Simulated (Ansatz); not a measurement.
Reactions of C$_{2}$H$_{7}$BSeSi, SMILES `BC=C[Se][SiH3]`.

Calculated with Ansatz (gas phase, PBE0-D4/def2-TZVP geometries, no zero-point term in ΔE). CCSD(T)/CBS is the MP2 limit (def2-TZVPP, def2-QZVPP) plus CCSD(T) − MP2 in def2-TZVPP, frozen cores. This one scheme is used for every species. Double bonds are as drawn, so ΔE can hold a change between cis and trans. DFT in def2-TZVPP. For Se outer-core shells are correlated without core-valence functions, which leaves a few kJ/mol of doubt a bond. Scalar relativity is left out up to krypton. One conformer a species, not always the lowest.

```csv
reaction,B2PLYP (kJ/mol),ωB97X-V (kJ/mol)
`B/C=C/[Se][SiH3]` + `BCl` → `[SiH3][Se]BCl` + `BC=C`,-98,-100
`B/C=C/[Se][SiH3]` + CH₃NH₂ → `NC[Se][SiH3]` + `BC=C`,13,6
`B/C=C/[Se][SiH3]` + `N[SiH2]F` → `[SiH3][SeH]` + `B/C=C\[SiH](N)F`,-14,-24
`B/C=C/[Se][SiH3]` + `C#C[SiH3]` → `C#C[Se][SiH3]` + `B/C=C/[SiH3]`,54,48
`B/C=C/[Se][SiH3]` + silanol → `B/C=C/O[SiH3]` + `[SiH3][SeH]`,10,3
```

Problem. Give the CCSD(T)/CBS values in the same order. (Best estimate.)

Solution. The calculation gave: -104, 8, -22, 53, 16 kJ/mol.

Largest T1 diagnostic: 0.013, for `B/C=C/O[SiH3]`.
